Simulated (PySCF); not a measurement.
**How methods differ on the ionisation energy of Cr⁺**

Cr⁺ [Ar] 3d5 (6S) → Cr²⁺ [Ar] 3d4 (5D), as a difference of total energies. Computed with PySCF 2.14 in cc-pVDZ-DK (6s5p3d1f, 43 functions), with the spin-free X2C one-electron Hamiltonian (Gaussian nucleus). Correlated levels: valence: [Ar] frozen. The calculations carry no spin-orbit coupling.

```
           method  ionisation energy (eV)
              UHF                  15.065
           M06-2X                  16.273
              LDA                  17.425
    MP2 (valence)                  15.993
SCS-MP2 (valence)                  15.374
```

Question: How much does correlation contribute at MP2 (valence)?

Answer: 15.993 − (15.065) = 0.928 eV, measured against UHF.

The reference lies between the lowest fine-structure levels, while these numbers refer to the centres of the terms.

Errors of the correlated levels include the incompleteness of this basis and the frozen core.

For comparison: 16.486 eV (measured; NIST Atomic Spectra Database, ionization energies).
